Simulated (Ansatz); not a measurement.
# A small benchmark: atomisation enthalpy at 298 K

8 molecules with two or more fluorines; the atomisation enthalpy at 298 K in kJ/mol, computed less measured. Shapes, held fixed at every level: PBE0-D4/def2-TZVP. Flexible molecules stand in one conformer, not always the lowest. Thermal terms are harmonic and unscaled (PBE0-D4/def2-TZVP); the spin-orbit lowering of the free atoms is taken from their spectra. Programs: Ansatz 0.2.0. Measured values: Active Thermochemical Tables, CRC Handbook of Chemistry and Physics, NIST-JANAF tables.

Levels: A = BHLYP-D4/def2-TZVPP; B = wB97X-V/def2-TZVPP; C = CCSD/def2-TZVPP.

```csv
molecule,from tabulated heats,A,B,C
S2F2 (Difluorodisulfane),1049,-158,-11,-159
CBr2F2 (dibromodifluoromethane),1484,-147,-3,-120
C2F3N (cyanotrifluoromethane),2640,-207,+9,-177
SF6 (sulfur hexafluoride),1974,-270,-1,-191
C2BrF5 (bromopentafluoroethane),3007,-238,+27,-183
"C2H2F3I (1,1,1-trifluoro-2-iodoethane)",2859,-170,+8,-149
C2HF5 (pentafluoroethane),3149,-209,+28,-160
"C2H3F3O (2,2,2-trifluoroethanol)",3463,-205,+6,-175
```

Q: Which level does best on this set, which worst, and which err to one side?

A: 
```json
{"level": "BHLYP-D4/def2-TZVPP", "kind": "global hybrid", "mean error": "-200.5", "mean absolute error": "200.5", "worst case": "SF6"}
{"level": "wB97X-V/def2-TZVPP", "kind": "range-separated hybrid", "mean error": "+7.9", "mean absolute error": "11.6", "worst case": "C2HF5"}
{"level": "CCSD/def2-TZVPP", "kind": "coupled cluster or CI", "mean error": "-164.2", "mean absolute error": "164.2", "worst case": "SF6"}
```

On this set wB97X-V/def2-TZVPP has the smallest mean absolute error and BHLYP-D4/def2-TZVPP the largest. BHLYP-D4/def2-TZVPP is too low in 8 of 8; wB97X-V/def2-TZVPP is too high in 5 of 8; CCSD/def2-TZVPP is too low in 8 of 8. The heats of C2F3N (cyanotrifluoromethane), C2BrF5 (bromopentafluoroethane), C2H2F3I (1,1,1-trifluoro-2-iodoethane), C2HF5 (pentafluoroethane), C2H3F3O (2,2,2-trifluoroethanol) come from older tables and can be uncertain by 10 kJ/mol or more. The molecules' own spin-orbit lowering is left out, so errors for iodides read a little too negative. Heats of the atoms come from ATcT where it has them. The tabulated value of S2F2 is in doubt (older tables, estimates, or at odds with other calculations) and kept here. Over the 7 molecules whose values aren't doubted the mean absolute errors are A 206.6; B 11.7; C 165.0. Correlated wave functions converge slowly with the basis. CCSD also lacks the triples, which bind further. For atoms past krypton def2 sets carry core potentials with scalar relativity. Relativity is left out for Br. Outer-core shells of Br, I are correlated, in sets that cover them unevenly. The set is small.
